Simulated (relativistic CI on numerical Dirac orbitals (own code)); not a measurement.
# Sc²⁺ in a cubic cluster: 2p photoemission with charge transfer

Computed with a charge-transfer multiplet model of a cubic metal-ligand cluster with up to 2 ligand holes, Slater and spin-orbit integrals from Dirac-Coulomb-Breit ions, Slater integrals scaled by 0.7. The ground state mixes d1 with configurations of k ligand holes L, whose averages lie at kΔ + k(k − 1)U_dd/2; a core hole lowers each added d electron by U_cd. 300 K, Lorentzian 0.6 eV and Gaussian 0.8 eV FWHM.

Atomic integrals in eV (Slater integrals scaled, ζ unscaled), ground: F2dd 4.121, F4dd 2.525, zeta_d 0.008; with the core hole: F2dd 4.121, F4dd 2.525, zeta_d 0.020, zeta_core 3.005, F2cd 3.598, G1cd 2.586, G3cd 1.465. Where a configuration has fewer than two d electrons, the dd integrals are those of d2.

Cluster parameters (eV): Δ = 8, U_dd = 4.1, U_cd = 5, 10Dq(ligand) = 0.9, V(eg) = 2.85, V(t2g) = -1.21, final-state hopping factor = 1.

| Case | n_d | d1 | d2L | d3L2 | S |
| --- | --- | --- | --- | --- | --- |
| 10Dq = 1.2 eV | 1.36 | 0.67 | 0.29 | 0.03 | 0.50 |
| 10Dq = 1.5 eV | 1.35 | 0.68 | 0.29 | 0.03 | 0.50 |
| 10Dq = 1.8 eV | 1.35 | 0.68 | 0.29 | 0.03 | 0.50 |

Weights, n_d and S are thermal averages at 300 K. Binding energies count from the first peak over 30 % of the highest in each spectrum, which can be another peak from case to case. The parameters are a model scan and need not match a compound or its usual spin state. Peaks in eV (height, largest 100):
- 10Dq = 1.2 eV: 0.0 (100), 4.5 (50), 10.5 (8)
- 10Dq = 1.5 eV: 0.0 (100), 4.6 (49), 10.6 (8)
- 10Dq = 1.8 eV: 0.0 (100), 4.5 (49), 10.6 (7)

Curve for 10Dq = 1.8 eV (points under 2 left out, the grid thinned):

E (eV), Intensity and a bar:
```
     -3.2        2.1 
     -2.8        2.7 
     -2.4        3.7 #
     -2.1        5.0 #
     -1.7        8.4 ##
     -1.3       17.0 #####
     -0.9       38.8 ############
     -0.5       74.7 #######################
     -0.2       96.1 ##############################
      0.2       94.3 #############################
      0.6       65.4 ####################
      1.0       37.9 ###########
      1.4       20.1 ######
      1.7       12.5 ###
      2.1        8.3 ##
      2.5        7.6 ##
      2.9        8.6 ##
      3.3       11.7 ###
      3.6       17.0 #####
      4.0       32.1 ##########
      4.4       47.2 ##############
      4.8       45.2 ##############
      5.2       32.9 ##########
      5.5       23.6 #######
      5.9       13.9 ####
      6.3        8.3 ##
      6.7        5.5 #
      7.0        4.7 #
      7.4        4.3 #
      7.8        4.0 #
      8.2        3.4 
      8.6        2.8 
      8.9        2.5 
      9.3        2.8 
      9.7        3.9 #
     10.1        5.9 #
     10.5        7.4 ##
     10.8        7.1 ##
     11.2        5.3 #
     11.6        3.4 
     12.0        2.1 
     15.0        3.3 
     15.3        3.8 #
     15.7        3.1 
     16.1        2.0
```

For the case 10Dq = 1.5 eV, Δ = 8 eV is larger than U_dd = 4.1 eV, the Mott-Hubbard side of the Zaanen-Sawatzky-Allen scheme. With the core hole the average of the configuration with one ligand hole lies at Δ − U_cd = 3.0 eV before mixing: the effective hopping of about 6.1 eV (from the holes of the mixed ground state) is comparable with this gap or larger, so the configurations mix strongly.
